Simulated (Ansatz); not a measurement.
Molecule: sum formula H₈Si₃NO, net charge 0, doublet state. It need not be the lowest isomer of its formula. 
Structure (B3LYP-D3(BJ)/def2-TZVP (Ansatz, a program for electronic structure) minimum search):
```xyz
13

Si    -0.2415    -1.0190    -0.8183
N     -1.1331    -0.7054     0.6290
Si    -2.0434     0.7111     1.0593
O      1.2797    -0.4094    -0.7757
Si     2.1545     0.8212    -0.1325
H     -0.1152    -2.4797    -0.9866
H     -0.9725    -0.3829    -1.9309
H     -0.9747    -1.3590     1.3860
H     -2.4496     1.3626    -0.2144
H     -3.2400     0.3095     1.8538
H      1.3893     2.0890    -0.2015
H      3.4066     0.9529    -0.9066
H      2.4755     0.5326     1.2842
```
Charge 0, spin multiplicity 2.

Dipole moments at this geometry, in debye (magnitudes).

| level | program | dipole (D) |
|---|---|---|
| SVWN5/def2-TZVPD | Ansatz | 0.97 |
| BLYP/def2-TZVPD | Ansatz | 0.96 |
| revPBE/def2-TZVPD | Ansatz | 0.96 |
| B97M-V/def2-TZVPD | Ansatz | 1.04 |
| B3LYP/def2-TZVPD | Ansatz | … |
| PBE0/def2-TZVPD | Ansatz | 0.94 |
| BHLYP/def2-TZVPD | Ansatz | 0.93 |
| r2SCANh/def2-TZVPD | Ansatz | 0.96 |
| HSE06/def2-TZVPD | Ansatz | 0.94 |
| CAM-B3LYP/def2-TZVPD | Ansatz | 0.93 |
| LC-wPBE/def2-TZVPD | Ansatz | 0.94 |
| wB97M-V/def2-TZVPD | Ansatz | 0.95 |
| wB97X-V/def2-TZVPD | Ansatz | 0.93 |
| CCSD(T)/aug-cc-pV(D+d)Z | Ansatz | … |

Q: Fill in the missing entries.

A: 
- B3LYP/def2-TZVPD, dipole (D): 0.94
- CCSD(T)/aug-cc-pV(D+d)Z, dipole (D): 0.93
